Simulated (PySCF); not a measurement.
Gas-phase reaction: 4 GaH3.NH3 + 3 C4H8 (trans-2-butene) = 4 Ga(CH3)3.NH3

Method: PySCF energies plus ideal-gas RRHO corrections (1 bar). † marks an energy on the PBE0/def2-TZVP geometry and frequencies; other levels use their own. MP2 and CCSD(T) freeze the core. 6-31G* has spherical d functions here. All species are closed-shell singlets. B3LYP is the form with VWN-RPA correlation. Ga: all electrons, no relativistic terms. Adducts (GaH3.NH3, Ga(CH3)3.NH3) have no counterpoise correction, and HF, PBE, BLYP, B3LYP and PBE0 lack dispersion. GaH3.NH3: computed as isolated molecules; such fragments, hydroxides, amides, oligomers or adducts are transient or little studied in the gas. MP2 isn't extrapolated to the basis-set limit. CCSD(T) isn't extrapolated to the basis-set limit.

```tsv
level	ΔH°(298 K), kJ
B3LYP/6-31G*	-375
CCSD(T)/def2-SVP†	…
MP2/def2-SVP†	-467
LDA/def2-TZVP†	-512
ωB97X-V/def2-TZVP†	…
```

**Question.** Some entries are withheld; supply them.

**Answer.** 
- CCSD(T)/def2-SVP†, ΔH°(298 K), kJ: -403
- ωB97X-V/def2-TZVP†, ΔH°(298 K), kJ: -500
